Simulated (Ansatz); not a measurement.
`[NH2][InH2]` + HBr → `[Br][InH2]` + NH₃ at 600 K and 1 bar (ligand exchange at the In–N bond).

Calculated with Ansatz (gas phase, PBE0-D4/def2-TZVP geometries, no zero-point term in ΔE). CCSD(T)/CBS is the MP2 limit (def2-TZVPP, def2-QZVPP) plus CCSD(T) − MP2 in def2-TZVPP, frozen cores. This one scheme is used for every species. Elements past krypton have def2 core potentials. For Br, In outer-core shells are correlated without core-valence functions, which leaves a few kJ/mol of doubt a bond. Scalar relativity is left out up to krypton.

```tsv
species	CCSD(T)/CBS energy (Eh)	H − E (kJ/mol)	S (J/(mol·K))
`[NH2][InH2]`	-246.90424	135.4	338.1
HBr	-2573.91920	33.5	219.1
`[Br][InH2]`	-2764.36342	64.8	330.8
NH₃	-56.50880	112.4	219.5
```

H − E and S are ideal-gas, rigid-rotor, harmonic terms from PBE0-D4/def2-TZVP. 1 Eh = 2625.50 kJ/mol, R = 8.31446 J/(mol·K).

Question: By hand: ΔE, ΔH, ΔS and ΔG.

Answer: ΔE = (-2764.36342) + (-56.50880) − (-246.90424) − (-2573.91920) = -0.04878 Eh = -128.1 kJ/mol. Δ(H − E) = 64.8 + 112.4 − 135.4 − 33.5 = 8.3, so ΔH = -119.8 kJ/mol. ΔS = 330.8 + 219.5 − 338.1 − 219.1 = -6.9 J/(mol·K). ΔG = -119.8 − 600 × (-6.9)/1000 = -115.7 kJ/mol.

Question: By hand: the equilibrium constant, and the temperature at which ΔG would vanish if ΔH and ΔS stayed fixed.

Answer: log₁₀ K = −ΔG/(RT ln 10) = 10.1. ΔG = 0 at ΔH/ΔS = 17362 K, far beyond where these terms or the molecules hold.

The number of gas molecules stays the same, so ΔS is small and ΔH decides. A doubt of 5 kJ/mol in ΔE shifts log₁₀ K by 0.4 here. These are equilibria of isolated gas molecules and say nothing of rates. Largest T1 diagnostic: 0.016 (customary marks: 0.02 for closed shells, 0.045 for open ones).
